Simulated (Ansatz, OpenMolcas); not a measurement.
Worked example: CH2BrCl + C2H3Cl2F → C2H5Cl + CBrCl2F

Species: CH2BrCl (bromochloromethane) `ClCBr`, singlet; C2H3Cl2F (1,1-dichloro-1-fluoroethane) `CC(F)(Cl)Cl`, singlet; C2H5Cl (chloroethane) `CCCl`, singlet; CBrCl2F (bromodichlorofluoromethane) `FC(Cl)(Cl)Br`, singlet. The partners trade Br for CH3; both sit on C, so the bond types are kept.

Shapes, held fixed at every level: PBE0-D4/def2-TZVP. Programs: Ansatz 0.2.0, OpenMolcas 26.06. The zero-point and thermal change to 298 K, harmonic and unscaled (PBE0-D4/def2-TZVP), is -0.7 kJ/mol.

At CCSD(T)/def2-TZVPP; 1 Eh = 2625.50 kJ/mol:

| species | energy (Eh) |
| --- | --- |
| CH2BrCl | -3071.663206 |
| C2H3Cl2F | -1097.067087 |
| C2H5Cl | -538.804039 |
| CBrCl2F | -3629.912342 |

Work out ΔH(298 K) of the reaction at this level.


1. Products less reactants: (-538.804039) + (-3629.912342) − [(-3071.663206) + (-1097.067087)] = 0.013912 Eh = +36.5 kJ/mol.
2. With the thermal change: +36.5 + (-0.7) = +35.8 kJ/mol.

Other levels give +27.4 (PBE-D4/def2-TZVPP) to +45.7 kJ/mol (HF/def2-SVP). No measured value is set beside it here. Relativity is left out for Br. Outer-core shells of Br are correlated, in sets that cover them unevenly.
